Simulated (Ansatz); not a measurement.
A nudged elastic band was laid between two geometries of BrH + ClH3Sn (7 atoms, charge 0, multiplicity 1).

Theory: RKS B3LYP-D4/def2-SVP in Ansatz.

```yaml
movable_images: 5
climbing_image: yes
spring: 5.0 eV/Å²
optimiser: quadratic models (default)
start_path: through a guess of the saddle point
force_threshold: 0.03 eV/Å
iteration_limit: 60
end_points: relaxed
```

Image 0:

```xyz
7
Properties=species:S:1:pos:R:3
Sn -0.337 -0.280 -0.037
H -0.767 -0.506 1.602
Cl 2.062 -0.182 -0.072
H -0.871 1.198 -0.706
H -0.716 -1.633 -1.018
Br 1.359 2.787 2.097
H 1.977 1.744 1.319
```

Image 6:

```xyz
7
Properties=species:S:1:pos:R:3
Sn 0.390 0.584 -0.684
H -0.311 -0.410 3.339
Cl 2.280 -0.195 -1.868
H -0.643 1.350 -1.810
H -0.234 -0.729 0.214
Br 1.187 2.324 0.938
H 0.040 0.204 3.056
```

Question: What changes between the two ends?

Answer: Bonds broken: Sn1–H2, Br6–H7. Bonds formed: Sn1–Br6, H2–H7. BrH + ClH3Sn becomes BrClH2Sn + H2.

Question: Give the energies along the band, and the barrier.

Answer: The forces met the threshold. The highest image is number 3 of 0 to 6, 1.41 eV above the first end and 2.01 eV above the last; the last end lies 0.60 eV below the first. Neighbouring images differ by up to 1.5 eV, so the band resolves the path poorly. A vibrational analysis at the climbing image gives one clearly imaginary mode, 1045i cm⁻¹: a first-order saddle point. The orbitals stay closed-shell, which can raise the energy where a bond breaks towards radicals; this wasn't checked here.

```csv
image,path coordinate (Å),energy (eV),Sn1–H2 (Å),Br6–H7 (Å),Sn1–Br6 (Å)
0,0.00,0.00,1.71,1.44,4.10
1,1.14,0.13,1.71,1.43,4.12
2,2.28,0.28,1.73,1.44,3.78
3,3.42,1.41,1.98,1.77,3.00
4,4.56,-0.12,2.66,2.41,2.57
5,5.69,-0.58,3.56,2.99,2.51
6,6.82,-0.60,4.20,3.21,2.51
```

Question: What is the geometry of the highest image?

Answer: 
```xyz
7
Properties=species:S:1:pos:R:3
Sn 0.203 0.140 -0.125
H -0.378 0.170 1.765
Cl 2.347 -0.161 -1.080
H -0.717 1.376 -0.850
H -0.394 -1.475 -0.208
Br 1.435 2.165 1.711
H 0.212 0.914 1.972
```

The run took 4.4 min on 2 threads of Arm Neoverse V2, on a shared host, peak memory 0.24 GiB.
